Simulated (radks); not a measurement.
Question: The vanadium ion V5+, 18 electrons, occupied as [Ar] (the NIST ground configuration). Calculated with a radial shooting solver on a logarithmic mesh with Libxc functionals: Dirac Kohn-Sham, PBE, spin-unpolarised, spherical densities, point nucleus. Some entries of the table are withheld. Estimate them.

orbital,occ.,eigenvalue (hartree),<1/r> (bohr^-1)
1s1/2,2,-200.0440,(1)
2s1/2,2,-25.16333,4.814
2p1/2,2,(2),(3)
2p3/2,4,(4),(5)
3s1/2,2,(6),1.561
3p1/2,2,(7),(8)
3p3/2,4,(9),(10)

Answer: 
(1) 1s1/2 <1/r> (bohr^-1): 22.84
(2) 2p1/2 eigenvalue (hartree): -21.67547
(3) 2p1/2 <1/r> (bohr^-1): 4.748
(4) 2p3/2 eigenvalue (hartree): -21.41489
(5) 2p3/2 <1/r> (bohr^-1): 4.682
(6) 3s1/2 eigenvalue (hartree): -5.31642
(7) 3p1/2 eigenvalue (hartree): -4.33886
(8) 3p1/2 <1/r> (bohr^-1): 1.460
(9) 3p3/2 eigenvalue (hartree): -4.30329
(10) 3p3/2 <1/r> (bohr^-1): 1.447
